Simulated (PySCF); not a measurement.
An unknown shows these calculated signals:

¹H NMR (500 MHz, computed): δ 2.00 (m, 2H), 1.11 (m, 4H), 0.76 (m, 4H).

¹³C{¹H} NMR (computed): δ 219.6 (C), 24.0 (CH), 15.0 (CH2).

Calculated, not measured (PySCF): PBE0-D3(BJ)/def2-TZVP structure, shieldings: GIAO B97-2/pcSseg-2. Non-relativistic, isolated molecule, fast rotation and ring inversion assumed for equivalent nuclei, single conformer.

Shifts are taken against calculated references (same method and geometry level): TMS for ¹H (σ = 31.64 ppm) and ¹³C (σ = 185.38 ppm).

Question: Which of these does the molecule contain: an OH group, a heteroaromatic ring, a ketone, a three-membered ring, a carboxylic acid?

Answer: 
- An OH group: no.
- A heteroaromatic ring: no.
- A ketone: yes (δC 219.6).
- A three-membered ring: yes.
- A carboxylic acid: no.

The data belong to SMILES O=C(C1CC1)C1CC1, C7H10O; they needn't prove each group on their own.

Carbon signals by region: 1 in the far downfield region (above 160 ppm), 2 below 50 ppm. Above 160 ppm: 219.6, ketone carbonyl carbon.

Shifts are as computed. Against solution values, carbons near 30 ppm lie about +3 ppm off and those near 130 ppm about +7 ppm. Of 1211 compounds with measured shifts, 218 miss one by over three times the rms of a fit or turn the order of signals round; such compounds aren't used in these exercises. Multiplicities follow the n + 1 count of equivalent neighbours, as no J values were calculated; m marks all less simple cases, F and P coupling included.
